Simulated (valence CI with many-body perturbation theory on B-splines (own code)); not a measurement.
# In XLIII: calculated level list

Level of theory: configuration interaction combined with many-body perturbation theory (CI+MBPT): five valence electrons over a frozen Dirac-Fock core [He], radial functions for each j: 9 s, 9 p, 8 d, 6 f, 3 g, 1 h, with the one-electron correlation potential Σ1 (screened to all orders), the two-electron term Σ2, the three-electron term Σ3, Breit, model QED; selected single and double excitations, second order for the rest (own B-spline code, finite nucleus).

The last digits are not significant, and no measured levels were compared; by estimate large intervals hold to a few tenths of a per cent, small ones and those within an open d or f shell to about a per cent. Among the levels kept, up to 1400 cm⁻¹ of a level comes from second order outside the variational space, and about a tenth of that is noise between levels of different J, which matters for small intervals.

Levels 46 to 83 of 83, with energies above the lowest level, (2s^2 2p1/2^2 2p3/2) J=3/2. "Leading %" is the weight of the configuration and term that name the level; weights of strongly mixed levels are sums over their largest components and can fall short. In the jj column 3d3/2^4 stands for four electrons in 3d with j = 3/2.

```csv
No.,Configuration,Term,J,E (× 10³ cm⁻¹),Leading %,Second component,Leading jj
46,2s2.2p2.3d,2F,5/2,33412,32,29 % 2s2.2p2.3d 4D,2s^2 2p1/2 2p3/2 3d5/2 (70 %)
47,2s2.2p2.3d,2G,9/2,33414,59,41 % 2s2.2p2.3d 4F,2s^2 2p1/2 2p3/2 3d5/2 (99 %)
48,2s2.2p2.3d,4P,1/2,33423,39,29 % 2s2.2p2.3d 2S,2s^2 2p1/2 2p3/2 3d3/2 (96 %)
49,2s.2p3.3s,4D°,1/2,33460,40,35 % 2s.2p3.3s 2P°,2s 2p1/2^2 2p3/2 3s (93 %)
50,2s2.2p2.3d,2D,5/2,33473,38,13 % 2s2.2p2.3s 4P,2s^2 2p1/2 2p3/2 3d5/2 (55 %)
51,2s.2p3.3p,6P,3/2,33474,28,15 % 2s.2p3.3p 4P,2s 2p1/2^2 2p3/2 3p1/2 (80 %)
52,2s.2p3.3s,2P°,3/2,33484,30,20 % 2s.2p3.3s 2D°,2s 2p1/2^2 2p3/2 3s (96 %)
53,2s.2p3.3p,6P,5/2,33510,14,14 % 2s2.2p2.3d 2D,2s 2p1/2^2 2p3/2 3p1/2 (56 %)
54,2s2.2p2.3d,2F,7/2,33552,62,22 % 2s2.2p2.3d 2G,2s^2 2p1/2 2p3/2 3d5/2 (92 %)
55,2s2.2p2.3d,2D,3/2,33562,56,23 % 2s2.2p2.3d 2P,2s^2 2p1/2 2p3/2 3d5/2 (89 %)
56,2s2.2p2.3d,2P,1/2,33587,64,28 % 2s2.2p2.3d 2S,2s^2 2p1/2 2p3/2 3d5/2 (95 %)
57,2s2.2p2.3s,4P,5/2,33587,42,28 % 2s2.2p2.3s 2D,2s^2 2p3/2^2 3s (69 %)
58,2s2.2p2.3s,2P,3/2,33610,47,32 % 2s2.2p2.3s 2D,2s^2 2p3/2^2 3s (88 %)
59,2s2.2p2.3s,2S,1/2,33864,64,16 % 2s2.2p2.3s 4P,2s^2 2p3/2^2 3s (88 %)
60,2s.2p3.3p,4D,1/2,33910,28,26 % 2s.2p3.3p 2P,2s 2p1/2^2 2p3/2 3p1/2 (85 %)
61,2s.2p3.3p,2D,3/2,33923,30,28 % 2s.2p3.3p 4F,2s 2p1/2^2 2p3/2 3p1/2 (96 %)
62,2s.2p3.3p,4D,7/2,33967,42,41 % 2s.2p3.3p 6P,2s 2p1/2^2 2p3/2 3p3/2 (94 %)
63,2s.2p3.3p,4P,3/2,34020,37,23 % 2s.2p3.3p 2P,2s 2p1/2^2 2p3/2 3p3/2 (95 %)
64,2s.2p3.3p,4P,5/2,34103,37,22 % 2s.2p3.3p 2D,2s 2p1/2^2 2p3/2 3p3/2 (93 %)
65,2s2.2p2.3p,2P°,3/2,34105,26,22 % 2s2.2p2.3p 4P°,2s^2 2p3/2^2 3p1/2 (96 %)
66,2s2.2p2.3p,2D°,5/2,34133,43,25 % 2s2.2p2.3p 2F°,2s^2 2p3/2^2 3p1/2 (96 %)
67,2s.2p3.3p,4P,1/2,34136,39,29 % 2s.2p3.3p 2P,2s 2p1/2^2 2p3/2 3p3/2 (91 %)
68,2s2.2p2.3p,2P°,1/2,34392,70,15 % 2s2.2p2.3p 4D°,2s^2 2p3/2^2 3p1/2 (86 %)
69,2s.2p3.3p,2D,5/2,34452,26,17 % 2s.2p3.3p 4F,2s 2p1/2^2 2p3/2 3p3/2 (96 %)
70,2s.2p3.3d,6D°,5/2,34468,30,29 % 2s.2p3.3d 4D°,2s 2p1/2^2 2p3/2 3d3/2 (92 %)
71,2s.2p3.3d,6D°,3/2,34487,38,19 % 2s.2p3.3d 4P°,2s 2p1/2^2 2p3/2 3d3/2 (94 %)
72,2s.2p3.3d,6D°,7/2,34492,32,22 % 2s.2p3.3d 4F°,2s 2p1/2^2 2p3/2 3d3/2 (76 %)
73,2s.2p3.3d,6D°,1/2,34496,42,40 % 2s.2p3.3d 4P°,2s 2p1/2^2 2p3/2 3d3/2 (94 %)
74,2s.2p3.3p,2P,3/2,34521,26,19 % 2s.2p3.3p 4D,2s 2p1/2^2 2p3/2 3p3/2 (95 %)
75,2s2.2p2.3p,2D°,5/2,34522,45,30 % 2s2.2p2.3p 4P°,2s^2 2p3/2^2 3p3/2 (84 %)
76,2s2.2p2.3p,4D°,7/2,34526,54,38 % 2s2.2p2.3p 2F°,2s^2 2p3/2^2 3p3/2 (91 %)
77,2s.2p3.3p,4P,1/2,34550,48,14 % 2s.2p3.3p 2S,2s 2p1/2^2 2p3/2 3p3/2 (95 %)
78,2s2.2p2.3p,2P°,1/2,34557,65,22 % 2s2.2p2.3p 2S°,2s^2 2p3/2^2 3p3/2 (87 %)
79,2s.2p3.3d,4F°,9/2,34586,43,41 % 2s.2p3.3d 6D°,2s 2p1/2^2 2p3/2 3d5/2 (95 %)
80,2s.2p3.3s,4D°,5/2,34592,39,36 % 2s.2p3.3s 6S°,2s 2p1/2 2p3/2^2 3s (80 %)
81,2s.2p3.3s,4S°,3/2,34706,35,24 % 2s.2p3.3s 4D°,2s 2p1/2 2p3/2^2 3s (78 %)
82,2s.2p3.3d,4D°,5/2,34719,35,19 % 2s.2p3.3d 2D°,2s 2p1/2^2 2p3/2 3d5/2 (91 %)
83,2s.2p3.3d,4D°,3/2,34737,30,14 % 2s.2p3.3d 2D°,2s 2p1/2^2 2p3/2 3d5/2 (74 %)
```
